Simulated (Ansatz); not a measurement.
Species: SiNH3Cl, charge 0, doublet. SiNH3Cl (SMILES N[SiH]Cl, doublet).
B3LYP-D3(BJ)/def2-TZVP minimum from Ansatz (a first-principles code):
```
Si
N 1 1.7166
H 2 1.0082 1 121.91
H 2 1.0089 3 112.08 1 -153.68
H 1 1.4912 2 105.95 3 171.74
Cl 1 2.0850 5 109.10 2 116.55
```
Charge 0, spin multiplicity 2.

Total energies in cc-pV(D+d)Z, 19 correlated electrons, 11 frozen orbitals. Open shells are spin-unrestricted; no spin-orbit coupling. Correlated methods leave the cores frozen. No relativity.

| method | program | energy (Eh) | minus CCSDT(Q) (mEh) |
|---|---|---|---|
| HF | Ansatz | -804.68006 | 437.73 |
| MP2 | Ansatz | -805.06904 | 48.74 |
| CCSD | Ansatz | -805.10523 | 12.56 |
| CCSD(T) | Ansatz | -805.11586 | 1.93 |
| CCSDT(Q) | Ansatz | -805.11778 | 0.00 |

Rough core times of Ansatz's runs on a shared machine: CCSD(T) under 20 s, CCSDT(Q) 30 min.
